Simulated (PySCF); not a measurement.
Computed IR spectrum (relative IR intensity) of a molecule C2H5ClFNSi. The structure is a stationary point at PBE0-D3(BJ)/def2-SVP. Other conformers were not sampled. Calculation: PBE0-D3(BJ)/def2-SVP run with PySCF. Frequencies are harmonic and unscaled.

Lines under 2 % of the strongest are left out, and lines within 2 cm⁻¹ are merged.

ν (cm⁻¹): 145 (vw), 216 (w), 218 (vw), 298 (vw), 329 (w), 413 (w), 572 (s), 783 (vs), 813 (w), 824 (w), 900 (m), 929 (vs), 1042 (w), 1328 (w), 1445 (vw), 1461 (w), 2325 (m), 2983 (m), 3002 (m), 3117 (w), 3138 (vw) (against the strongest line: vs over 80 %, s over 45 %, m over 15 %, w over 4 %, vw less)

Problem. Which molecule gave these data?
(A) C=C[Si](N)(F)Cl
(B) C/N=C/[Si@H](F)Cl
(C) FC/N=C/[SiH2]Cl
(D) C/C=N/[Si@@H](F)Cl

Solution. B, C/N=C/[Si@H](F)Cl
